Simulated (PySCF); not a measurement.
A geometry optimisation, step by step.

CH7ClSeSi2.
Atom-mapped SMILES: `[CH3:1][SiH2:2][Se:3][SiH2:4][Cl:5]` (hydrogens: H6, H7, H8 on C1; H9, H10 on Si2; H11, H12 on Si4)

Method: PySCF, PBE0-D3(BJ)/def2-SVP geometry optimisation, gas phase; density fitting, grid level 1; the optimiser is geomeTRIC in internal coordinates, started from a GFN2-xTB structure with every atom displaced at random (about 0.01 Å). 14 of its 25 geometries are shown. The frame can shift and turn from step to step; on so coarse a grid that alone can change the energy by a few meV, and forces under 0.02 eV/Å are noise.

Step 0: E = -94744.1773 eV, largest atomic force 2.590 eV/Å
```
atom  x, y, z in Å  |  force x, y, z in eV/Å
C1     -1.746    0.693    0.324   -0.609   0.555  -1.137
Si2    -1.057   -0.831   -0.519    0.646   0.575   1.138
Se3     0.709   -1.635    0.711    0.360  -0.134   0.145
Si4     2.265    0.062    0.500   -2.583  -0.159  -0.099
Cl5     3.965   -0.549    1.281    1.835  -0.654   0.803
H6     -2.688    1.039   -0.169    0.376  -0.202   0.145
H7     -1.055    1.546    0.280    0.203  -0.034  -0.078
H8     -1.976    0.531    1.360   -0.154  -0.334   0.916
H9     -0.545   -0.511   -1.834    0.106   0.171  -0.922
H10    -1.985   -1.953   -0.514   -0.471  -0.473  -0.103
H11     2.398    0.351   -0.904    0.242   0.318  -0.943
H12     1.755    1.228    1.241    0.051   0.370   0.136
```

Step 2: E = -94744.4205 eV, largest atomic force 0.587 eV/Å
```
atom  x, y, z in Å  |  force x, y, z in eV/Å
C1     -1.740    0.681    0.303    0.054   0.002   0.066
Si2    -0.929   -0.845   -0.423   -0.107  -0.046  -0.093
Se3     0.796   -1.677    0.850   -0.030   0.087  -0.010
Si4     2.155    0.107    0.510    0.524  -0.151   0.215
Cl5     4.034   -0.458    1.237   -0.393   0.155  -0.186
H6     -2.653    0.912   -0.268    0.001   0.020   0.002
H7     -1.075    1.558    0.254    0.002  -0.018  -0.008
H8     -2.016    0.522    1.357   -0.011  -0.021  -0.022
H9     -0.426   -0.544   -1.799    0.020  -0.004   0.022
H10    -1.897   -1.979   -0.496    0.019   0.011   0.022
H11     2.286    0.435   -0.936   -0.044  -0.015  -0.018
H12     1.733    1.322    1.262   -0.035  -0.020   0.010
```

Step 4: E = -94744.4362 eV, largest atomic force 0.079 eV/Å
```
atom  x, y, z in Å  |  force x, y, z in eV/Å
C1     -1.694    0.679    0.302   -0.046  -0.002  -0.054
Si2    -0.942   -0.873   -0.428    0.079   0.006  -0.003
Se3     0.789   -1.680    0.856    0.011  -0.016   0.028
Si4     2.132    0.121    0.526   -0.074   0.005  -0.019
Cl5     4.043   -0.402    1.094    0.020  -0.010   0.010
H6     -2.601    0.953   -0.262    0.016   0.014   0.014
H7     -0.993    1.526    0.248    0.011  -0.002   0.013
H8     -1.970    0.522    1.354   -0.001  -0.008   0.016
H9     -0.426   -0.603   -1.805   -0.026   0.001  -0.015
H10    -1.921   -1.997   -0.469   -0.007  -0.004   0.011
H11     2.140    0.501   -0.915   -0.007   0.017  -0.006
H12     1.711    1.288    1.351    0.024   0.000   0.004
```

Step 6: E = -94744.4423 eV, largest atomic force 0.150 eV/Å
```
atom  x, y, z in Å  |  force x, y, z in eV/Å
C1     -1.653    0.674    0.271    0.022  -0.002   0.021
Si2    -0.928   -0.908   -0.428   -0.013  -0.004  -0.010
Se3     0.796   -1.693    0.880   -0.009   0.019  -0.007
Si4     2.086    0.147    0.556   -0.129   0.038  -0.015
Cl5     4.040   -0.366    0.942    0.146  -0.026   0.019
H6     -2.548    0.975   -0.295   -0.004  -0.009  -0.019
H7     -0.925    1.498    0.215   -0.006   0.004   0.007
H8     -1.934    0.534    1.325   -0.006   0.003  -0.012
H9     -0.432   -0.681   -1.819   -0.001  -0.015   0.004
H10    -1.925   -2.018   -0.424    0.002  -0.001   0.001
H11     1.964    0.616   -0.855   -0.002  -0.006   0.006
H12     1.726    1.255    1.483   -0.001  -0.001   0.005
```

Step 7: E = -94744.4457 eV, largest atomic force 0.135 eV/Å
```
atom  x, y, z in Å  |  force x, y, z in eV/Å
C1     -1.600    0.657    0.202    0.081   0.008   0.107
Si2    -0.901   -0.968   -0.422   -0.096   0.009  -0.008
Se3     0.813   -1.695    0.932   -0.043   0.049  -0.017
Si4     2.021    0.201    0.627   -0.003   0.023   0.011
Cl5     4.029   -0.271    0.655    0.056  -0.010  -0.039
H6     -2.469    0.979   -0.391   -0.022  -0.031  -0.040
H7     -0.842    1.455    0.152   -0.030  -0.003  -0.015
H8     -1.909    0.551    1.254   -0.020   0.007  -0.035
H9     -0.425   -0.826   -1.831    0.041  -0.015   0.020
H10    -1.917   -2.059   -0.349    0.020  -0.003  -0.005
H11     1.664    0.812   -0.688    0.040  -0.026   0.005
H12     1.802    1.195    1.712   -0.024  -0.009   0.015
```

Step 9: E = -94744.4521 eV, largest atomic force 0.129 eV/Å
```
atom  x, y, z in Å  |  force x, y, z in eV/Å
C1     -1.670    0.653    0.189    0.025   0.005   0.027
Si2    -0.894   -0.950   -0.395   -0.036  -0.012  -0.010
Se3     0.798   -1.631    1.005   -0.027   0.031   0.013
Si4     2.073    0.210    0.637    0.117  -0.040  -0.035
Cl5     4.062   -0.359    0.553   -0.077   0.036   0.015
H6     -2.521    0.928   -0.455   -0.008  -0.009  -0.011
H7     -0.947    1.483    0.164    0.005  -0.002  -0.011
H8     -2.031    0.544    1.223   -0.007   0.001  -0.012
H9     -0.369   -0.817   -1.788    0.017   0.016   0.011
H10    -1.878   -2.070   -0.343    0.007  -0.007   0.001
H11     1.697    0.827   -0.668   -0.015   0.001   0.003
H12     1.947    1.214    1.729    0.001  -0.019   0.008
```

Step 11: E = -94744.4555 eV, largest atomic force 0.026 eV/Å
```
atom  x, y, z in Å  |  force x, y, z in eV/Å
C1     -1.706    0.651    0.165   -0.019  -0.005  -0.016
Si2    -0.888   -0.944   -0.378    0.018  -0.003   0.002
Se3     0.777   -1.586    1.071   -0.009  -0.004   0.007
Si4     2.099    0.211    0.652    0.002  -0.009  -0.001
Cl5     4.065   -0.397    0.460   -0.004   0.003   0.002
H6     -2.534    0.904   -0.516    0.003   0.003   0.004
H7     -0.993    1.490    0.160    0.005  -0.001  -0.002
H8     -2.109    0.546    1.183    0.003   0.006   0.005
H9     -0.319   -0.812   -1.752   -0.001   0.008  -0.004
H10    -1.852   -2.083   -0.341    0.000   0.001  -0.004
H11     1.668    0.859   -0.621    0.000   0.000   0.003
H12     2.057    1.194    1.768    0.002   0.000   0.003
```

Step 13: E = -94744.4661 eV, largest atomic force 0.154 eV/Å
```
atom  x, y, z in Å  |  force x, y, z in eV/Å
C1     -1.789    0.647    0.035    0.054  -0.020   0.059
Si2    -0.848   -0.930   -0.342   -0.066   0.019  -0.028
Se3     0.683   -1.465    1.289    0.087   0.049   0.007
Si4     2.140    0.203    0.770   -0.115   0.066   0.077
Cl5     3.971   -0.495    0.122    0.012  -0.061  -0.053
H6     -2.526    0.848   -0.758    0.001  -0.013  -0.019
H7     -1.097    1.501    0.083   -0.018   0.023   0.000
H8     -2.319    0.575    0.996    0.026  -0.015  -0.013
H9     -0.149   -0.803   -1.655    0.016  -0.039   0.006
H10    -1.760   -2.111   -0.353    0.001   0.003  -0.035
H11     1.542    1.036   -0.312    0.029   0.002  -0.006
H12     2.418    1.028    1.976   -0.026  -0.014   0.004
```

Step 15: E = -94744.4744 eV, largest atomic force 0.039 eV/Å
```
atom  x, y, z in Å  |  force x, y, z in eV/Å
C1     -1.763    0.642    0.019   -0.004   0.010  -0.021
Si2    -0.838   -0.944   -0.345    0.024  -0.015  -0.006
Se3     0.677   -1.451    1.313   -0.027   0.012   0.026
Si4     2.110    0.229    0.795    0.008  -0.011  -0.023
Cl5     3.892   -0.495    0.036    0.007   0.001  -0.004
H6     -2.500    0.838   -0.777   -0.007   0.000   0.009
H7     -1.075    1.500    0.065   -0.001  -0.002  -0.002
H8     -2.293    0.571    0.980   -0.004  -0.005   0.005
H9     -0.117   -0.852   -1.649    0.003   0.005   0.000
H10    -1.760   -2.116   -0.362   -0.002   0.001  -0.004
H11     1.496    1.104   -0.244   -0.003   0.010   0.012
H12     2.437    1.007    2.018    0.006  -0.006   0.007
```

Step 17: E = -94744.4821 eV, largest atomic force 0.081 eV/Å
```
atom  x, y, z in Å  |  force x, y, z in eV/Å
C1     -1.787    0.638   -0.009   -0.009  -0.001  -0.010
Si2    -0.824   -0.934   -0.329    0.018  -0.031  -0.015
Se3     0.649   -1.391    1.380   -0.040   0.056   0.043
Si4     2.123    0.236    0.814    0.036  -0.040  -0.038
Cl5     3.814   -0.556   -0.080   -0.024   0.015   0.002
H6     -2.515    0.809   -0.819   -0.001  -0.002   0.001
H7     -1.121    1.512    0.043    0.010  -0.003   0.000
H8     -2.334    0.562    0.943    0.000   0.008  -0.001
H9     -0.065   -0.856   -1.613    0.005   0.018   0.004
H10    -1.731   -2.118   -0.359    0.004  -0.005  -0.001
H11     1.498    1.175   -0.160   -0.011   0.000   0.012
H12     2.559    0.956    2.039    0.010  -0.016   0.004
```

Step 18: E = -94744.4837 eV, largest atomic force 0.410 eV/Å
```
atom  x, y, z in Å  |  force x, y, z in eV/Å
C1     -1.944    0.640   -0.091    0.052  -0.002   0.235
Si2    -0.787   -0.826   -0.216   -0.238  -0.066  -0.157
Se3     0.528   -1.066    1.642    0.211   0.013   0.097
Si4     2.241    0.165    0.804   -0.166   0.269   0.261
Cl5     3.548   -0.889   -0.383    0.031  -0.157  -0.182
H6     -2.606    0.694   -0.968    0.026   0.012  -0.078
H7     -1.361    1.571   -0.019   -0.057   0.034  -0.029
H8     -2.575    0.557    0.809    0.049   0.022  -0.034
H9      0.081   -0.678   -1.424    0.042  -0.093   0.041
H10    -1.558   -2.104   -0.255    0.012   0.019  -0.118
H11     1.661    1.283    0.004    0.095  -0.035  -0.046
H12     3.037    0.687    1.948   -0.057  -0.015   0.009
```

Step 20: E = -94744.5004 eV, largest atomic force 0.083 eV/Å
```
atom  x, y, z in Å  |  force x, y, z in eV/Å
C1     -1.802    0.666   -0.043   -0.001  -0.012  -0.031
Si2    -0.822   -0.911   -0.288    0.035   0.000  -0.013
Se3     0.584   -1.322    1.489   -0.004   0.073   0.040
Si4     2.136    0.196    0.836    0.015  -0.066  -0.046
Cl5     3.604   -0.650   -0.359   -0.035   0.035   0.021
H6     -2.488    0.818   -0.892   -0.003  -0.003   0.015
H7     -1.137    1.540    0.020    0.009  -0.015   0.003
H8     -2.395    0.616    0.882   -0.005  -0.013   0.004
H9      0.013   -0.840   -1.524   -0.006   0.015  -0.017
H10    -1.714   -2.104   -0.357   -0.009   0.000   0.009
H11     1.495    1.278    0.037   -0.011   0.005   0.008
H12     2.791    0.747    2.051    0.015  -0.020   0.005
```

Step 22: E = -94744.5119 eV, largest atomic force 0.046 eV/Å
```
atom  x, y, z in Å  |  force x, y, z in eV/Å
C1     -1.837    0.681   -0.074    0.013  -0.002   0.021
Si2    -0.813   -0.877   -0.241   -0.011   0.001  -0.029
Se3     0.533   -1.215    1.599    0.018  -0.008  -0.021
Si4     2.168    0.157    0.842   -0.008   0.031   0.033
Cl5     3.342   -0.701   -0.632   -0.018  -0.018  -0.004
H6     -2.491    0.800   -0.953    0.004   0.001   0.000
H7     -1.185    1.566   -0.007   -0.004   0.004   0.005
H8     -2.466    0.645    0.828    0.007  -0.009   0.001
H9      0.076   -0.801   -1.440   -0.008  -0.008   0.002
H10    -1.675   -2.092   -0.324    0.001   0.003  -0.002
H11     1.573    1.389    0.252    0.010   0.012  -0.006
H12     3.042    0.482    2.000   -0.002  -0.007   0.002
```

Step 24: E = -94744.5128 eV, largest atomic force under 0.02 eV/Å
```
atom  x, y, z in Å  |  force x, y, z in eV/Å
C1     -1.811    0.692   -0.067   -0.004   0.006  -0.013
Si2    -0.823   -0.886   -0.256    0.014  -0.005   0.002
Se3     0.535   -1.246    1.572   -0.013  -0.003  -0.009
Si4     2.159    0.156    0.851    0.011   0.000  -0.008
Cl5     3.266   -0.650   -0.703   -0.001  -0.006   0.000
H6     -2.476    0.828   -0.936   -0.002   0.004   0.005
H7     -1.143    1.564   -0.007    0.000   0.000   0.007
H8     -2.426    0.662    0.844   -0.001  -0.004   0.003
H9      0.049   -0.832   -1.466   -0.004   0.005  -0.004
H10    -1.711   -2.083   -0.326   -0.001   0.000   0.007
H11     1.578    1.430    0.342    0.001   0.001   0.006
H12     3.069    0.398    2.001   -0.001   0.003   0.002
```

Q: Summarise the path.

A: The energy falls by 0.3355 eV from step 0 to step 24; nine tenths of that is first reached at step 17. It falls at every step. The largest force goes from 2.590 to under 0.02 eV/Å. Among the bonds Si4–Cl5 changes most, from 1.968 to 2.071 Å; the atoms move by 1.082 Å rms after alignment.

Q: Follow the three bonds and two angles with the largest change from start to end.

A: 
```tsv
step	E above end (eV)	largest force (eV/Å)	Si4–Cl5 (Å)	Si4–H11 (Å)	Se3–Si4 (Å)	Si2–Se3–Si4 (°)	Cl5–Si4–H11 (°)
0	0.3355	2.590	1.968	1.440	2.312	102.2	111.7
1	0.1375	1.136	2.108	1.492	2.253	92.7	108.0
2	0.0923	0.587	2.092	1.489	2.268	94.7	108.5
3	0.0796	0.157	2.071	1.489	2.270	95.2	108.9
4	0.0765	0.079	2.061	1.490	2.271	94.9	109.1
5	0.0736	0.157	2.056	1.491	2.270	94.3	109.3
6	0.0705	0.150	2.057	1.492	2.270	93.9	109.5
7	0.0671	0.135	2.063	1.493	2.269	93.1	109.8
8	0.0639	0.085	2.065	1.492	2.269	93.7	109.4
9	0.0607	0.129	2.071	1.491	2.269	94.3	108.7
10	0.0584	0.072	2.069	1.491	2.269	94.7	108.7
11	0.0572	0.026	2.067	1.491	2.270	94.8	108.9
13	0.0467	0.154	2.064	1.491	2.275	95.4	108.5
14	0.0416	0.063	2.066	1.491	2.270	95.1	108.1
15	0.0384	0.039	2.068	1.491	2.268	95.0	107.7
16	0.0346	0.115	2.072	1.490	2.267	95.1	107.4
17	0.0307	0.081	2.070	1.490	2.267	95.0	107.6
18	0.0291	0.410	2.056	1.492	2.270	94.4	108.8
19	0.0168	0.238	2.063	1.491	2.271	94.6	108.1
20	0.0124	0.083	2.073	1.490	2.267	94.3	107.0
21	0.0046	0.051	2.070	1.490	2.267	94.2	107.1
22	0.0009	0.046	2.071	1.489	2.265	93.8	106.7
23	0.0003	0.027	2.071	1.490	2.264	93.9	106.5
24	0.0000	under 0.02	2.071	1.490	2.263	94.2	106.5
```

What follows is the cost of the whole optimisation. Time: 3.8 min; peak memory 0.53 GiB. Hardware: an Arm Neoverse V2 with one thread, no GPU, shared host with 96 logical CPUs at a one-minute load of 47.
